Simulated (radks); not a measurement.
The numbers below are computed, except where a source is named.
Problem. All-electron atom: Tb+ in [Xe] 4f9 6s1. Level of theory: Dirac Kohn-Sham, PBE, spin-unpolarised, spherical densities, finite nucleus; open shells fill j = l - 1/2 first; Fermi nuclear charge, rms radius 5.06 fm (a radial shooting solver on a logarithmic mesh with Libxc functionals). Some entries of the table are withheld. Estimate them.

orbital  occ.  eigenvalue (eV)  <r> (bohr)
1s1/2       2        -51801.54     0.02151
2s1/2       2        -8587.782         (1)
2p1/2       2        -8161.845     0.07589
2p3/2       4        -7415.265     0.08284
3s1/2       2        -1909.308         (2)
3p1/2       2        -1723.967      0.2286
3p3/2       4        -1569.846      0.2418
3d3/2       4        -1250.382      0.2141
3d5/2       6        -1216.756      0.2182
4s1/2       2        -383.0563      0.5415
4p1/2       2              (3)         (4)
4p3/2       4              (5)         (6)
4d3/2       4        -156.5147         (7)
4d5/2       6        -150.3235         (8)
5s1/2       2         -53.7542       1.328
5p1/2       2         -34.2813       1.500
5p3/2       4         -29.9081       1.603
4f5/2       6          -9.6731      0.8949
4f7/2       3          -8.8906      0.9150
6s1/2       1          -8.7321       3.766
5d3/2       0          -7.1019       2.758
5d5/2       0          -6.8472       2.840
6p1/2       0          -5.6558       4.697
6p3/2       0          -5.2906       4.947

Solution. 
(1) 2s1/2 <r> (bohr): 0.09096
(2) 3s1/2 <r> (bohr): 0.2389
(3) 4p1/2 eigenvalue (eV): -310.4242
(4) 4p1/2 <r> (bohr): 0.5528
(5) 4p3/2 eigenvalue (eV): -276.1347
(6) 4p3/2 <r> (bohr): 0.5830
(7) 4d3/2 <r> (bohr): 0.6178
(8) 4d5/2 <r> (bohr): 0.6286
